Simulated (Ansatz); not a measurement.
`N[SiH2]C[Si](N)(F)F`. The species carries charge 0 and has multiplicity 1. Geometry: relaxed with PBE0-D4/def2-TZVP. It is one conformer, not always the lowest.

```xyz
15

N    -0.218    1.796   -1.650
Si   -0.866    1.628   -0.069
C     0.149    0.348    0.852
Si    0.097   -1.358    0.178
N     1.217   -2.394    0.901
F    -1.335   -2.026    0.360
F     0.263   -1.270   -1.415
H    -0.453    2.603   -2.203
H    -0.117    0.974   -2.227
H    -2.297    1.210    0.011
H    -0.757    2.959    0.588
H     1.189    0.696    0.857
H    -0.187    0.307    1.894
H     2.142   -2.082    1.144
H     1.175   -3.392    0.779
```

Problem. What is the dipole moment at PBE/def2-TZVPP? (Estimate.)

Solution. The calculation gave: 2.17 D, with components (2.12, -0.06, 0.46) D in this frame, pointing from negative to positive charge.

Problem. And with r2SCAN, B3LYP, ωB97M-V? (Best estimate.)

Solution. The calculation gave: r2SCAN 2.19 D, B3LYP 2.16 D, ωB97M-V 2.15 D.

Problem. Give the Mulliken charges with PBE, B3LYP, r2SCAN in def2-TZVPP. (An estimate is asked.)

Solution. The calculation gave: 
```csv
atom,PBE,B3LYP,r2SCAN
N1,-0.39,-0.40,-0.45
Si2,0.33,0.42,0.45
C3,-0.31,-0.35,-0.33
Si4,0.69,0.83,0.85
N5,-0.39,-0.40,-0.46
F6,-0.28,-0.33,-0.32
F7,-0.29,-0.33,-0.33
H8,0.14,0.13,0.15
H9,0.15,0.14,0.16
H10,-0.09,-0.10,-0.11
H11,-0.08,-0.09,-0.09
H12,0.10,0.09,0.08
H13,0.11,0.10,0.09
H14,0.15,0.14,0.16
H15,0.16,0.14,0.16
```

B3LYP here is the variant with VWN-RPA as its local correlation; programs differ in this.

All numbers were calculated with Ansatz.
